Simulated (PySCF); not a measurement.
C6H10ClSi (doublet state).
Structure used (GFN2-xTB), in Å, numbered top down from 1:
```xyz
18
C6H10ClSi angstrom
C      2.074    0.600    0.679
C      1.684    0.945   -0.756
Si    -0.022    0.221   -1.225
C     -0.420   -1.656   -0.962
C     -1.562   -1.301    0.009
C     -1.391    0.199    0.070
C     -2.064    1.067    0.808
Cl    -1.715    2.760    0.752
H      1.335    0.983    1.379
H      3.039    1.040    0.927
H      2.148   -0.477    0.815
H      2.444    0.571   -1.443
H      1.660    2.028   -0.872
H     -0.754   -2.224   -1.825
H      0.373   -2.226   -0.482
H     -2.543   -1.581   -0.374
H     -1.438   -1.758    0.991
H     -2.858    0.817    1.497
```

The hyperfine couplings belong to this conformer and change with its torsions.

As a line formula: `CC[Si]1CC/C1=C/Cl` [radical].

Theory: UKS B3LYP, pcH-1 on C Cl H Si, non-relativistic, mean-field spin-orbit, GIAO in PySCF 2.14.0. The structure is a single GFN2-xTB conformer in the gas phase; no vibrational or solvent corrections. A GFN2-xTB geometry isn't a minimum of the functional, and hyperfine couplings can be far from their values at a DFT geometry, by a factor of two or more for some ions and for spin on atoms past the first row. Stability of the SCF solution: not tested.

Task: Where do the isotropic ENDOR lines of H14/H15, H9/H10/H11, H18, H12/H13, H16/H17 and Cl8 fall at 3350.0 mT, to first order?

Result: For S = 1/2 in fast tumbling each set of equivalent nuclei gives two lines, ν± = |νn ± a/2| to first order, with νn = g_N μN B/h and μN/h = 7.62259 MHz/T.

```json
{"nuclei": "H14/H15", "isotope": "1H", "g_N": "5.5857", "νn (MHz)": "142.63", "a_iso (MHz)": "20.61", "lower line (MHz)": "132.33", "upper line (MHz)": "152.94"}
{"nuclei": "H9/H10/H11", "isotope": "1H", "g_N": "5.5857", "νn (MHz)": "142.63", "a_iso (MHz)": "7.41", "lower line (MHz)": "138.93", "upper line (MHz)": "146.34"}
{"nuclei": "H18", "isotope": "1H", "g_N": "5.5857", "νn (MHz)": "142.63", "a_iso (MHz)": "-6.58", "lower line (MHz)": "139.34", "upper line (MHz)": "145.93"}
{"nuclei": "H12/H13", "isotope": "1H", "g_N": "5.5857", "νn (MHz)": "142.63", "a_iso (MHz)": "-1.39", "lower line (MHz)": "141.94", "upper line (MHz)": "143.33"}
{"nuclei": "H16/H17", "isotope": "1H", "g_N": "5.5857", "νn (MHz)": "142.63", "a_iso (MHz)": "-0.68", "lower line (MHz)": "142.29", "upper line (MHz)": "142.98"}
{"nuclei": "Cl8", "isotope": "35Cl", "g_N": "0.5479", "νn (MHz)": "13.99", "a_iso (MHz)": "1.00", "lower line (MHz)": "13.49", "upper line (MHz)": "14.49"}
```

Task: Which pairs are centred on the nuclear Larmor frequency, and which on half the coupling?

Result: Centred on νn, since |a| < 2νn: H14/H15, H9/H10/H11, H18, H12/H13, H16/H17 and Cl8. No pair has |a| > 2νn.

Means are taken over nuclei equivalent by connectivity, which assumes that they swap fast. The three 1H nuclei of mean +7.4 MHz run from -0.2 to 21.8 MHz in the frozen geometry. The 1H value of +20.6 MHz is a mean of couplings from 13.9 to 27.3 MHz in this one geometry, not an average over conformers.

Main isotope only: 35Cl (natural samples also hold 24 % 37Cl, magnetic too, which adds its own pattern).

The largest Mulliken spin populations are on Si3 (+0.84), C7 (+0.14) and C6 (-0.06). No atom but Si3 exceeds +0.15. The angles at Si3 add up to 315.4°, so it is pyramidal.
